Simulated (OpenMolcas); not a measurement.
## V3+: moving or changing the point charges

V3+ among 6 point charges of -1 e arranged as an octahedron (Oh), 1.7 Å from the ion.

| Quantity | Value |
| --- | --- |
| Program | OpenMolcas |
| Method | CASSCF |
| Basis | ANO-RCC-VDZP [5s4p2d1f] |
| Scalar Hamiltonian | DKH2, point nucleus |
| Active space | 2 electrons in 5 orbitals (3d) |
| State averaging | 2S+1 = 3 even, 10 roots; 2S+1 = 1 even, 15 roots |
| Spin-orbit coupling | RASSI with atomic mean-field integrals over the reference wave functions |

Runs around this geometry, states (labels of O, the rotations of Oh). Energies in cm-1 above the lowest state or level, χT in cm3 K/mol; under a threefold ground state the first gap can be a small split of the lowest multiplet, not the spin-orbit step; 10Dq and B are least-squares fits to the states below 45000 cm-1, weighted by degeneracy, with a free offset, and given where the rms deviation is under 5 % of |10Dq| (or 100 cm-1) and under 700 cm-1.

```tsv
R (Å)	q (e)	Ground state	First state of that spin	10Dq	B (rms of fit)	First gap with spin-orbit (degeneracies)	χT at 300 K	First state of another spin
1.7	-0.65	3T1	3T2 3266	4036	1085 (66)	25.8 (2, 3)	0.871	1T2 14514
1.63	-1	3T1	3T2 6238	7646	1072 (160)	13.8 (2, 3)	0.886	1T2 14600
1.7	-1	3T1	3T2 5113	6306	1079 (128)	16.9 (2, 3)	0.880	1T2 14624
```

Taking |10Dq| as R^-n, n = -ln(6306 / 7646) / ln(1.7 / 1.63) = 4.6 between the shortest and longest distance. The point-charge formula for a cubic d site gives n = 5.

Scaling the charges by -0.65 / -1 = 0.65 scales |10Dq| by 4036 / 6306 = 0.64; with fixed orbitals a first-order splitting would follow the charge.

An orbital triplet at a regular site is open to Jahn-Teller coupling, which can distort the site and quench the lowest spin-orbit gaps and is left out. Without dynamic correlation the repulsion within the d shell is too large (B by tens of per cent), so at a given field states of lower spin stand too high. This field is weak: 10Dq is about 4036 cm-1, while octahedral complexes of 3d ions of charge 3 and more, computed by the same method with explicit ligands, had a median near 15000 cm-1. Ground spin and moment need not be those of a real site (figures for R = 1.7, q = -0.65; the like holds for R = 1.63, q = -1, R = 1.7, q = -1). Point charges carry no covalency, so the field is a model and not that of real ligands. No measured value stands beside these numbers.
